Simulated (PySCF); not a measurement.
F3Si (SMILES F[Si](F)F), doublet, at a GFN2-xTB geometry; PBE/def2-TZVP in PySCF.

The PySCF input:
```python
from pyscf import gto, scf, dft

mol = gto.M(
    atom='''
Si    0.255254    0.243316    0.243156
F    -0.690741   -0.733729    1.068053
F    -0.739276    1.068379   -0.684292
F     1.032956   -0.713142   -0.762003
''',
    basis='def2-tzvp',
    charge=0,
    spin=1,
    verbose=4,
)

mf = dft.UKS(mol)
mf.xc = 'pbe'
mf.grids.atom_grid = (99, 590)
mf.grids.prune = None
mf.kernel()
```

Problem. Write the output that PySCF gives for this input, abridged.

Solution. 
```
PySCF version 2.14.0

[INPUT] verbose = 4
[INPUT] num. atoms = 4
[INPUT] num. electrons = 41
[INPUT] charge = 0
[INPUT] spin (= nelec alpha-beta = 2S) = 1
[INPUT] symmetry False subgroup None
[INPUT] Mole.unit = angstrom
[INPUT] Symbol           X                Y                Z      unit          X                Y                Z       unit  Magmom
[INPUT]  1 Si     0.255254000000   0.243316000000   0.243156000000 AA    0.482360152200   0.459800601725   0.459498245545 Bohr   0.0
[INPUT]  2 F     -0.690741000000  -0.733729000000   1.068053000000 AA   -1.305311313008  -1.386546859651   2.018327656520 Bohr   0.0
[INPUT]  3 F     -0.739276000000   1.068379000000  -0.684292000000 AA   -1.397029170464   2.018943707237  -1.293124469231 Bohr   0.0
[INPUT]  4 F      1.032956000000  -0.713142000000  -0.762003000000 AA    1.952003938726  -1.347643067925  -1.439976976097 Bohr   0.0

nuclear repulsion = 176.905395478015
number of shells = 46
number of NR pGTOs = 201
number of NR cGTOs = 130
basis = def2-tzvp
ecp = {}

******** <class 'pyscf.dft.uks.UKS'> ********
method = UKS
initial guess = minao
damping factor = 0
level_shift factor = 0
DIIS = <class 'pyscf.scf.diis.CDIIS'>
diis_start_cycle = 1
diis_space = 8
diis_damp = 0
SCF conv_tol = 1e-09
SCF conv_tol_grad = None
SCF max_cycles = 50
direct_scf = True
direct_scf_tol = 1e-13
number electrons alpha = 21  beta = 20
XC library pyscf.dft.libxc version 7.1.2
    S. Lehtola, C. Steigemann, M. J. T. Oliveira, and M. A. L. Marques,  SoftwareX 7, 1–5 (2018)
XC functionals = pbe
    J. P. Perdew, K. Burke, and M. Ernzerhof,  Phys. Rev. Lett. 77, 3865 (1996)
    J. P. Perdew, K. Burke, and M. Ernzerhof,  Phys. Rev. Lett. 78, 1396 (1997)
    J. P. Perdew, K. Burke, and M. Ernzerhof,  Phys. Rev. Lett. 77, 3865 (1996)
    J. P. Perdew, K. Burke, and M. Ernzerhof,  Phys. Rev. Lett. 78, 1396 (1997)
radial grids:
    Treutler-Ahlrichs [JCP 102, 346 (1995); DOI:10.1063/1.469408] (M4) radial grids

becke partition: Becke, JCP 88, 2547 (1988); DOI:10.1063/1.454033
pruning grids: None
grids dens level: 3
symmetrized grids: False
atomic radii adjust function: <function treutler_atomic_radii_adjust>
User specified grid scheme (99, 590)
small_rho_cutoff = 0
Set gradient conv threshold to 3.16228e-05
tot grids = 233640
init E= -589.207098376711

cycle= 1 E= -588.736714724562  delta_E= 0.47  |g|= 0.676  |ddm|= 1.47
cycle= 2 E= -588.112181055945  delta_E= 0.625  |g|= 1.57  |ddm|= 1.08
cycle= 3 E= -588.881104988905  delta_E= -0.769  |g|= 0.0297  |ddm|= 0.727
cycle= 4 E= -588.881399338162  delta_E= -0.000294  |g|= 0.0142  |ddm|= 0.0503
cycle= 5 E= -588.881478690193  delta_E= -7.94e-05  |g|= 0.00168  |ddm|= 0.0112
cycle= 6 E= -588.881479597443  delta_E= -9.07e-07  |g|= 0.000405  |ddm|= 0.00121
cycle= 7 E= -588.881479631031  delta_E= -3.36e-08  |g|= 0.000107  |ddm|= 0.00029
cycle= 8 E= -588.881479635632  delta_E= -4.6e-09  |g|= 1.99e-05  |ddm|= 0.000119
cycle= 9 E= -588.881479635699  delta_E= -6.68e-11  |g|= 1.72e-05  |ddm|= 2.18e-05
Extra cycle  E= -588.881479635351  delta_E= 3.48e-10  |g|= 3.82e-05  |ddm|= 2.26e-05
converged SCF energy = -588.881479635351  <S^2> = 0.75116608  2S+1 = 2.0011657
```
